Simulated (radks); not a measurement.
Effect of the nuclear size on the chromium ion Cr20+, [He] 2s2. Method: Dirac Kohn-Sham, BLYP, spin-unpolarised, spherical densities, finite nucleus; Fermi nuclear charge, rms radius 3.6452 fm; computed with a radial shooting solver on a logarithmic mesh with Libxc functionals. The rms radius is varied about that value; shifts are against it.

rms radius (fm)  total energy shift (eV)  density at nucleus (e/bohr^3)  1s1/2 shift (meV)  2s1/2 shift (meV)  2p1/2 (empty) shift (meV)  3s1/2 (empty) shift (meV)
2.9964                           -0.0244                      1.172e+04              -10.2              -1.14                      0.111                     -0.322
3.4228                          -0.00888                      1.166e+04              -3.72             -0.414                      0.041                     -0.117
3.6452                                 0                      1.164e+04              0.000              0.000                      0.000                      0.000
3.8894                            0.0104                      1.161e+04               4.35              0.484                     -0.047                      0.137
4.469                             0.0376                      1.155e+04               15.8               1.75                     -0.171                      0.495

Slopes of the eigenvalues against <r^2> in GHz/fm^2, as finite differences over the two radii next to the reference (eigenvalue slopes, not the field-shift constants of lines): 1s1/2 572, 2s1/2 63.7, 2p1/2 (empty) -6.22, 3s1/2 (empty) 18.0.
